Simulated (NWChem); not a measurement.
System: SnS, singlet; SMILES [S]=[Sn]

Input file for NWChem:

```
start job
memory heap 200 mb stack 900 mb global 1100 mb
geometry units angstroms noautoz
  Sn     0.000000     0.000000    -0.536461
  S      0.000000     0.000000     1.686087
end
basis spherical
  * library def2-svp
end
ecp
  Sn library def2-ecp
end
dft
  xc xpbe96 cpbe96
  iterations 150
  mulliken
end
task dft energy
```

Low-valent species are run as closed-shell singlets; no triplet was tried in these runs. Geometry: optimised at PBE0/def2-SVP. def2 effective core potentials on Sn; no spin-orbit coupling.

What results follow from this input? (PBE/def2-SVP with def2 effective core potentials on Sn.) Quantities: energy (Ha); highest occupied level (eV); orbital gap (eV); dipole (D).


| Property | Value |
|---|---|
| energy (Ha) | -612.24 |
| highest occupied level (eV) | -6.24 |
| orbital gap (eV) | 3.21 |
| dipole (D) | 2.76 |
